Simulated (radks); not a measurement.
The numbers below are computed, except where a source is named.
Q: Coherent X-ray form factor from a spherical all-electron density. Code: a radial shooting solver on a logarithmic mesh with Libxc functionals. Model: non-relativistic Kohn-Sham, LB94 model potential, spin-polarised, spherical densities, point nucleus.

sin(theta)/lambda (1/angstrom),f0 (electrons)
0.05,15.948
0.1,15.793
0.15,15.542
0.2,15.202
0.25,14.785
0.3,14.305
0.4,13.211
0.5,12.038
0.6,10.888
0.8,8.918
1,7.516
1.25,6.369
1.5,5.535
2,4.096

The species is in the configuration that NIST lists as its ground one. Which atom or ion scatters so?

A: The zinc ion Zn14+, [Ne] 3s2 3p4. Extrapolating in s^2 from the first two rows gives f0(0) = 16.0, near the electron count 16; among species with that count, the fall with angle is slower the higher Z, and the table is that of Z = 30; from so few rows the species is fixed only to a neighbour or two.
